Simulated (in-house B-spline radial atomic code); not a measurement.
**RPA and G0W0 on SCAN: Hg⁷⁺**

Configuration [Xe] 4f14 5d5, highest spin, mean-field start SCAN. Computed with a B-spline radial code for spherical atoms: all electrons, scalar-relativistic (spin-free one-electron X2C), finite nucleus, each spin shell either full or empty, empty states to l = 9 with an (l + 1/2)⁻⁴ tail; G0W0 by contour deformation at full frequency.

Without the two-electron picture change, the correlation of inner shells comes somewhat too large for so heavy an element.

Command:
```bash
python run_gw.py task.json out
```
Settings (radii: box in bohr, nucleus in fm):
```
Z                        80
electrons                73
configuration            [Xe] 4f14 5d5
hamiltonian              x2c
method                   scan,scan
lmax                     9
rms_radius               5.4648
spin_polarised           True
box_radius               8.41
intervals                65
```

Time taken, with all properties: 5.5 s on 1 thread of Arm Neoverse V2, on a shared host.

Energies (hartree):

| term | value |
| --- | --- |
| mean-field total | -19614.01120 |
| Hartree-Fock functional on these orbitals | -19607.61429 |
| direct second order | -7.4116 |
| second-order exchange | 1.8555 |
| SOSEX correction | 1.7591 |

Question: What is the RPA correlation energy, and what remains with SOSEX?

Answer: RPA gives -6.5779 hartree (-2.45 eV per electron); RPA + SOSEX gives -4.8189, and the second-order doubles -5.556 hartree (no singles). SOSEX takes back 27 % of the RPA value.

Quasi-particle levels (eV):

```csv
level,occupied,mean field,Σx - vxc,Σc,QP weight,G0W0
5d up,yes,-109.13,-8.42,?,?,?
5p down,yes,-168.21,-9.17,-0.47,0.960,-177.85
4f down,yes,-203.77,-23.31,6.79,0.932,-220.29
5d down,no,-102.38,10.16,-3.39,0.970,-95.62
```

G0W0 = mean field + (Σx - vxc) + Σc, with Σc (partial-wave tail included) taken at the quasi-particle energy. Only the outer levels were computed. Levels of low weight are left out.

Question: Where does G0W0 put 5d up?

Answer: At -117.93 eV, with Σc = -0.38 eV and a quasi-particle weight of 0.970. The tabulated removal energy is 113.9 ± 2.1 eV (NIST, tabulated theory); the calculation leaves out spin-orbit coupling, Breit and QED terms, and what these don't explain is the method's own error.
